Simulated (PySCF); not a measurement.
C₄H₉Cl₂In, SMILES C[C](C)(C)[In]([Cl])[Cl] at its GFN2-xTB optimised geometry (Å):

```
16

In     0.4703    -0.8851     0.0000
Cl     2.8156    -0.8851     0.0000
Cl    -0.3726    -3.0682    -0.1580
C     -0.8606     1.0442     0.0000
C     -1.1326     1.3614    -1.4542
C     -2.1239     0.6930     0.7515
C     -0.0476     2.1224     0.6783
H     -1.7583     2.2541    -1.5283
H     -1.6568     0.5358    -1.9392
H     -0.2009     1.5513    -1.9906
H     -2.6201    -0.1642     0.2943
H     -1.9044     0.4534     1.7934
H     -2.8156     1.5384     0.7315
H      0.1529     1.8635     1.7193
H      0.9053     2.2680     0.1678
H     -0.5941     3.0682     0.6583
```

Method: PBE0/def2-TZVP, def2 effective core potentials past Kr (PySCF). The core electrons that the potentials of In replace are not part of the density. Cells within 0.4 Å of a nucleus heavier than hydrogen are left out (blank, or x).

Map of the electrostatic potential (hartree/e), clipped to [-0.08, 0.12] on the plane z = 0.0 Å:

```
|22223333333333332222222222222|
|22233333333333333222222222222|
|22333333333333333322222222222|
|23333333333343333332222222222|
|23333333334454333333222222222|
|33333333344577433333322222222|
|33333334445699755543322222222|
|33333444445699999974322222222|
|33333455555799999995322222112|
|33334567669999999994322111111|
|33333579999999999853211111111|
|23333469999xx9986543211011111|
|233333599999x9998753110000111|
|22333479999999999974343100111|
|22333599999999999999999821011|
|22333599996799999999999971111|
|222334799658999xx9999xx992111|
|222333454458999x99999x9992111|
|22222333333699999999999941001|
|22222222212599999996798310001|
|22222221112999999742110000001|
|2222221100499x998321000000011|
|2222211100599x997100000000011|
|22221111004999994000000000111|
|22221111002899971000000011111|
|22221111101245410000000111111|
|22211111111111000000011111111|
|22211111111100000000111111111|
|22211111111110000011111111111|
```
Scale: ten equal steps from -0.037 (start of '0') to 0.120 (end of '9'), in the order '0123456789'; x runs from -5.50 to 5.50, y from -5.50 (bottom) to 5.50 (top).
